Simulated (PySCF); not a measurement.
Record of a relaxation.

Compound: C₄H₅BCl₂.
Atom-mapped SMILES: `[BH2:1][C@H:2]1[CH2:3][C:4]([Cl:5])=[C:6]1[Cl:7]` (hydrogens: H8, H9 on B1; H10 on C2; H11, H12 on C3)

Computed by this run: PySCF 2.14.0, PBE0-D3(BJ)/def2-SVP geometry optimisation, gas phase; density fitting, grid level 1; the optimiser is geomeTRIC in internal coordinates, started from a GFN2-xTB structure with every atom displaced at random (about 0.01 Å). The frame can shift and turn from step to step; on so coarse a grid that alone can change the energy by a few meV, and forces under 0.02 eV/Å are noise.

Step 0: E = -29923.4891 eV, largest atomic force 2.240 eV/Å
```
atom  x, y, z in Å  |  force x, y, z in eV/Å
B1     -1.852   -0.001   -0.123    0.357   0.928   0.860
C2     -0.427   -0.254    0.400    0.788   0.327  -0.050
C3      0.660   -0.865   -0.522    1.242   0.557   1.345
C4      1.516    0.374   -0.197   -2.123  -0.474   0.535
Cl5     3.026    0.849   -0.731    0.654   0.236  -0.156
C6      0.547    0.902    0.601    0.658  -0.601  -0.612
Cl7     0.419    2.320    1.517   -0.045   0.185   0.113
H8     -2.477    0.907    0.324   -0.290   0.358   0.210
H9     -2.340   -0.672   -0.915   -0.681  -1.070  -1.136
H10    -0.545   -0.828    1.338   -0.132  -0.152   0.153
H11     1.106   -1.797   -0.148   -0.030  -0.151  -0.044
H12     0.407   -0.962   -1.553   -0.400  -0.145  -1.218
```

Step 1: E = -29923.5920 eV, largest atomic force 0.626 eV/Å
```
atom  x, y, z in Å  |  force x, y, z in eV/Å
B1     -1.835   -0.223   -0.135    0.000  -0.164  -0.193
C2     -0.356   -0.398    0.342   -0.244   0.156   0.217
C3      0.835   -0.644   -0.636   -0.250  -0.090  -0.389
C4      1.367    0.671   -0.141    0.575  -0.240   0.068
Cl5     2.807    1.481   -0.582   -0.273   0.042   0.115
C6      0.403    0.833    0.778   -0.018   0.367  -0.223
Cl7     0.029    2.048    1.910    0.025  -0.110  -0.004
H8     -2.520    0.634    0.363   -0.065   0.033   0.073
H9     -2.332   -0.960   -0.963    0.115   0.035   0.084
H10    -0.435   -1.163    1.147    0.050  -0.080   0.009
H11     1.456   -1.516   -0.383    0.054  -0.018   0.021
H12     0.570   -0.693   -1.711    0.031   0.071   0.222
```

Step 2: E = -29923.6190 eV, largest atomic force 0.315 eV/Å
```
atom  x, y, z in Å  |  force x, y, z in eV/Å
B1     -1.840   -0.233   -0.132   -0.058  -0.126  -0.055
C2     -0.362   -0.386    0.346   -0.052   0.310  -0.018
C3      0.819   -0.639   -0.648    0.130  -0.204  -0.091
C4      1.400    0.653   -0.134   -0.027  -0.045   0.130
Cl5     2.828    1.499   -0.519   -0.122  -0.069  -0.027
C6      0.411    0.847    0.753    0.001   0.097   0.014
Cl7     0.054    2.065    1.884    0.008  -0.008   0.038
H8     -2.559    0.605    0.360    0.024  -0.002   0.027
H9     -2.308   -0.994   -0.948    0.038   0.000  -0.006
H10    -0.428   -1.155    1.150    0.069   0.019  -0.008
H11     1.427   -1.526   -0.407   -0.013  -0.042  -0.041
H12     0.546   -0.667   -1.715    0.001   0.070   0.039
```

Step 3: E = -29923.6282 eV, largest atomic force 0.222 eV/Å
```
atom  x, y, z in Å  |  force x, y, z in eV/Å
B1     -1.841   -0.245   -0.140   -0.031  -0.054   0.071
C2     -0.364   -0.367    0.347   -0.110   0.141  -0.075
C3      0.814   -0.635   -0.650    0.113  -0.051   0.184
C4      1.403    0.646   -0.119   -0.046   0.021  -0.003
Cl5     2.829    1.480   -0.517    0.067   0.031  -0.035
C6      0.409    0.867    0.756    0.024  -0.123  -0.005
Cl7     0.065    2.079    1.897    0.005  -0.020  -0.023
H8     -2.577    0.578    0.355    0.012  -0.017  -0.016
H9     -2.282   -1.020   -0.956    0.004  -0.011  -0.031
H10    -0.419   -1.139    1.149    0.019   0.025   0.018
H11     1.413   -1.532   -0.421   -0.046  -0.006  -0.032
H12     0.539   -0.642   -1.714   -0.011   0.064  -0.054
```

Step 4: E = -29923.6320 eV, largest atomic force 0.117 eV/Å
```
atom  x, y, z in Å  |  force x, y, z in eV/Å
B1     -1.846   -0.256   -0.142    0.006  -0.016   0.048
C2     -0.368   -0.356    0.348   -0.020   0.060  -0.098
C3      0.813   -0.630   -0.646    0.041  -0.012   0.109
C4      1.409    0.645   -0.111   -0.041   0.013  -0.011
Cl5     2.835    1.476   -0.517    0.061   0.021  -0.010
C6      0.412    0.872    0.758    0.009  -0.089   0.017
Cl7     0.075    2.080    1.903   -0.012   0.024  -0.003
H8     -2.599    0.556    0.344    0.005  -0.013  -0.003
H9     -2.265   -1.039   -0.962   -0.006  -0.014  -0.011
H10    -0.418   -1.126    1.151   -0.004   0.006   0.027
H11     1.401   -1.536   -0.427   -0.029  -0.004  -0.021
H12     0.539   -0.618   -1.711   -0.009   0.024  -0.045
```

Step 5: E = -29923.6339 eV, largest atomic force 0.109 eV/Å
```
atom  x, y, z in Å  |  force x, y, z in eV/Å
B1     -1.850   -0.268   -0.143    0.010  -0.009   0.035
C2     -0.370   -0.346    0.344    0.023   0.014  -0.105
C3      0.814   -0.622   -0.647   -0.005   0.004   0.039
C4      1.416    0.646   -0.103   -0.014   0.009  -0.018
Cl5     2.851    1.468   -0.501    0.014   0.001   0.014
C6      0.412    0.877    0.757    0.014  -0.025   0.031
Cl7     0.072    2.088    1.899   -0.013   0.025  -0.001
H8     -2.615    0.530    0.344   -0.008  -0.002   0.001
H9     -2.255   -1.062   -0.961   -0.005  -0.002   0.005
H10    -0.418   -1.114    1.150   -0.013  -0.005   0.012
H11     1.388   -1.538   -0.437    0.003  -0.008  -0.014
H12     0.543   -0.592   -1.714   -0.003   0.000   0.002
```

Step 6: E = -29923.6350 eV, largest atomic force 0.076 eV/Å
```
atom  x, y, z in Å  |  force x, y, z in eV/Å
B1     -1.853   -0.278   -0.143    0.007  -0.013   0.013
C2     -0.371   -0.339    0.336    0.025   0.007  -0.072
C3      0.817   -0.615   -0.649   -0.019   0.004  -0.002
C4      1.422    0.647   -0.095    0.012   0.005  -0.014
Cl5     2.866    1.463   -0.479   -0.017  -0.011   0.018
C6      0.411    0.880    0.756    0.005   0.017   0.033
Cl7     0.061    2.097    1.890   -0.006   0.008  -0.006
H8     -2.627    0.509    0.349   -0.002   0.003   0.006
H9     -2.252   -1.079   -0.956   -0.005   0.003   0.009
H10    -0.418   -1.106    1.144   -0.015  -0.012   0.001
H11     1.383   -1.538   -0.448    0.014  -0.002  -0.005
H12     0.550   -0.572   -1.717    0.000  -0.009   0.020
```

Step 7: E = -29923.6356 eV, largest atomic force 0.042 eV/Å
```
atom  x, y, z in Å  |  force x, y, z in eV/Å
B1     -1.856   -0.288   -0.144    0.005  -0.003   0.013
C2     -0.371   -0.335    0.324    0.024   0.004  -0.034
C3      0.823   -0.609   -0.652   -0.011  -0.002  -0.022
C4      1.427    0.649   -0.087    0.021   0.001  -0.002
Cl5     2.878    1.462   -0.450   -0.027  -0.012   0.009
C6      0.407    0.884    0.753   -0.009   0.030   0.020
Cl7     0.043    2.105    1.879    0.000  -0.007  -0.005
H8     -2.631    0.490    0.360   -0.008   0.000  -0.001
H9     -2.257   -1.094   -0.952    0.001   0.007   0.007
H10    -0.420   -1.103    1.134   -0.011  -0.011  -0.005
H11     1.385   -1.535   -0.456    0.014   0.003   0.004
H12     0.562   -0.556   -1.721    0.002  -0.009   0.015
```

Step 8: E = -29923.6358 eV, largest atomic force under 0.02 eV/Å
```
atom  x, y, z in Å  |  force x, y, z in eV/Å
B1     -1.857   -0.292   -0.144    0.000  -0.008  -0.006
C2     -0.371   -0.335    0.318    0.004   0.012   0.004
C3      0.828   -0.606   -0.653   -0.008   0.002  -0.016
C4      1.427    0.652   -0.083    0.014   0.001   0.005
Cl5     2.880    1.465   -0.435   -0.013  -0.002   0.001
C6      0.403    0.885    0.752   -0.004   0.013   0.002
Cl7     0.031    2.106    1.875    0.002  -0.010  -0.002
H8     -2.635    0.480    0.364    0.005  -0.001   0.004
H9     -2.258   -1.099   -0.950   -0.001   0.000  -0.001
H10    -0.421   -1.104    1.126   -0.007  -0.006  -0.004
H11     1.391   -1.531   -0.457    0.005   0.004   0.008
H12     0.571   -0.552   -1.723    0.003  -0.004   0.004
```

Q: Summarise the path.

A: The energy falls by 3.38 kcal/mol from step 0 to step 8; nine tenths of that is first reached at step 3. It falls at every step. The largest force goes from 2.240 to under 0.02 eV/Å. Among the bonds B1–H9 changes most, from 1.147 to 1.210 Å; the atoms move by 0.088 Å rms after alignment.

Q: Follow the three bonds and two angles with the largest change from start to end.

A: 
```csv
step,E above end (kcal/mol),largest force (eV/Å),B1–H9 (Å),C3–H12 (Å),C3–C4 (Å),B1–C2–H10 (°),C4–C3–H11 (°)
0,3.38,2.240,1.147,1.066,1.540,106.0,112.6
1,1.01,0.626,1.215,1.108,1.502,103.4,114.8
2,0.39,0.315,1.210,1.102,1.507,103.4,113.8
3,0.18,0.222,1.209,1.099,1.506,103.4,114.0
4,0.09,0.117,1.209,1.100,1.505,103.2,114.5
5,0.04,0.109,1.210,1.101,1.505,102.7,115.0
6,0.02,0.076,1.210,1.102,1.505,102.1,115.4
7,0.00,0.042,1.210,1.102,1.505,101.4,115.6
8,0.00,under 0.02,1.210,1.101,1.505,101.0,115.6
```

The cost below is that of the whole optimisation. On one thread of an Intel Xeon Platinum 8375C at 2.90 GHz, no GPU, shared host with 128 logical CPUs at a one-minute load of 59, this took 62 s wall and 0.53 GiB of memory at its peak.
